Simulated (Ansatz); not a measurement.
**Molecular dynamics of CH$_{10}$BNSSi$_{2}$**

Input:

```yaml
crystal:
  periodic: [false, false, false]
  atoms:
    - { symbol: "N", position_ang: [0.215715, -1.436264, 0.257123] }
    - { symbol: B, position_ang: [0.453416, -0.033435, 0.285706] }
    - { symbol: C, position_ang: [1.574749, 0.507668, -0.70653] }
    - { symbol: Si, position_ang: [0.881423, 0.886195, -2.45306] }
    - { symbol: S, position_ang: [-0.498935, 1.184289, 1.211323] }
    - { symbol: Si, position_ang: [-1.830827, -0.034598, 2.422646] }
    - { symbol: H, position_ang: [-0.60182, -1.958725, 0.667787] }
    - { symbol: H, position_ang: [0.789668, -2.083096, -0.357036] }
    - { symbol: H, position_ang: [2.419989, -0.213318, -0.817497] }
    - { symbol: H, position_ang: [2.057693, 1.460769, -0.353192] }
    - { symbol: H, position_ang: [-0.321144, 1.647829, -2.319158] }
    - { symbol: H, position_ang: [1.812973, 1.680334, -3.207792] }
    - { symbol: H, position_ang: [0.669327, -0.31231, -3.176691] }
    - { symbol: H, position_ang: [-2.914394, 0.760962, 2.967533] }
    - { symbol: H, position_ang: [-1.13072, -0.654757, 3.53571] }
    - { symbol: H, position_ang: [-2.322703, -1.148619, 1.631982] }
basis:
  gaussian: { orbitals: STO-3G }
hamiltonian:
  xc: blyp
  dispersion: d4
md:
  timestep: 1.0
  n_steps: 352
  ensemble: nvt_nose_hoover
  temperature: 500.0
  initial_velocities: maxwell_boltzmann
  seed: 185776
  nose_hoover: { tau: 20.0, chain_length: 3 }
scf:
  lower_state_search: "off"
```

Run as:

```bash
$ ansatz run input.yaml --threads 1 --pin off --max-ram 2048MiB --backend cpu --events-out ev --progress --plain --runs-dir out
```

It goes on from the last frame of an earlier run, with new velocities.

Output, in part (step lines, the closing report, with atoms numbered from 0):

```
md step     0: t =     0.00 fs  T =   500.0 K  F+E_penalty+E_count = -29611.74872812 eV  E_kin = 0.904820 eV  conserved = -29610.84390813 eV  (14 SCF iters)
[... lines left out ...]
Total energy: -29610.99893948 eV, -1088.1841399698 hartree
Atom 0 at    -0.870283    -0.685326    -0.572862 Å, force    -2.920630    -2.144074     0.788871 eV/Å
Atom 1 at    -0.228946     0.434003    -0.091995 Å, force     2.389920     2.530920     0.422428 eV/Å
Atom 2 at     0.803647     1.338950    -1.058591 Å, force    -1.530781     1.168589    -0.449762 eV/Å
Atom 3 at     1.587124     0.308819    -2.413853 Å, force     1.056220     0.260871     0.609891 eV/Å
Atom 4 at    -0.201193     1.030314     1.622537 Å, force    -0.559048    -0.981613     0.087023 eV/Å
Atom 5 at    -1.657699    -0.242349     2.688003 Å, force    -2.680981     2.097667    -1.936577 eV/Å
Atom 6 at    -1.682613    -1.174037     0.027427 Å, force     1.841804     0.903960    -1.516389 eV/Å
Atom 7 at    -0.932440    -0.934650    -1.598138 Å, force     0.016308     0.016845     0.285546 eV/Å
Atom 8 at     1.590317     1.912093    -0.500621 Å, force    -0.431111    -0.501550     0.095714 eV/Å
Atom 9 at     0.209462     2.185685    -1.612803 Å, force     0.684988    -1.402100     0.974747 eV/Å
Atom 10 at     2.329822     1.059714    -3.404587 Å, force     0.155412     0.171202    -0.017729 eV/Å
Atom 11 at     2.400929    -0.756852    -1.886234 Å, force     0.456781    -0.036942     0.220715 eV/Å
Atom 12 at     0.591568    -0.387075    -3.083851 Å, force    -1.479495    -0.753892    -1.080023 eV/Å
Atom 13 at    -2.386191     0.771266     3.531150 Å, force     0.436544    -0.825734    -0.496083 eV/Å
Atom 14 at    -1.246488    -1.237703     3.583074 Å, force     0.817568    -1.198409     0.720736 eV/Å
Atom 15 at    -2.774561    -0.839893     1.730444 Å, force     1.746502     0.694259     1.290892 eV/Å
Dipole moment:    -0.281671    -0.266944    -0.039010 e Å
```

The steps, from the saved trajectory:

| time (fs) | T (K) | potential energy less start (eV) | conserved less start (meV/atom) |
| --- | --- | --- | --- |
| 0 | 500 | 0.000 | 0.00 |
| 11 | 348 | 0.340 | 1.04 |
| 22 | 288 | 0.641 | 1.21 |
| 33 | 445 | 0.572 | 1.11 |
| 44 | 550 | 0.483 | 0.87 |
| 55 | 408 | 0.841 | 1.84 |
| 66 | 441 | 0.892 | 1.53 |
| 77 | 623 | 0.698 | 1.38 |
| 88 | 550 | 0.926 | 1.35 |
| 99 | 439 | 1.151 | 2.44 |
| 110 | 560 | 0.754 | 1.51 |
| 121 | 554 | 0.415 | 0.63 |
| 132 | 345 | 0.605 | 1.39 |
| 143 | 333 | 0.611 | 1.38 |
| 154 | 505 | 0.374 | 0.61 |
| 165 | 398 | 0.718 | 1.41 |
| 176 | 411 | 0.887 | 1.95 |
| 187 | 601 | 0.663 | 0.91 |
| 198 | 643 | 0.644 | 1.30 |
| 209 | 478 | 0.953 | 1.56 |
| 220 | 530 | 0.858 | 1.88 |
| 231 | 480 | 0.855 | 1.40 |
| 242 | 523 | 0.683 | 1.54 |
| 253 | 340 | 0.794 | 1.22 |
| 264 | 320 | 0.672 | 1.23 |
| 275 | 362 | 0.531 | 0.79 |
| 286 | 286 | 0.733 | 1.26 |
| 297 | 419 | 0.749 | 1.21 |
| 308 | 428 | 0.962 | 1.45 |
| 319 | 537 | 0.865 | 1.81 |
| 330 | 542 | 0.870 | 1.36 |
| 341 | 439 | 1.041 | 2.08 |
| 352 | 556 | 0.750 | 1.86 |

The run went to its last step. The conserved energy stayed within 3 meV per atom of its start (net change 1.9 meV per atom), so the integration is sound. A run of 0.35 ps of so small a system gives no equilibrium averages. Limits of this set-up: minimal basis.

The same pairs are bonded in the first frame and the last. Pairs count as bonded within 1.25 times the sum of covalent radii (0.12 Å more for H–H).

Last frame:

```xyz
16
Properties=species:S:1:pos:R:3
N -0.870 -0.685 -0.573
B -0.229 0.434 -0.092
C 0.804 1.339 -1.059
Si 1.587 0.309 -2.414
S -0.201 1.030 1.623
Si -1.658 -0.242 2.688
H -1.683 -1.174 0.027
H -0.932 -0.935 -1.598
H 1.590 1.912 -0.501
H 0.209 2.186 -1.613
H 2.330 1.060 -3.405
H 2.401 -0.757 -1.886
H 0.592 -0.387 -3.084
H -2.386 0.771 3.531
H -1.246 -1.238 3.583
H -2.775 -0.840 1.730
```

Run time: 29 min on 1 thread of Arm Neoverse N1, on a shared host, peak memory 0.098 GiB.
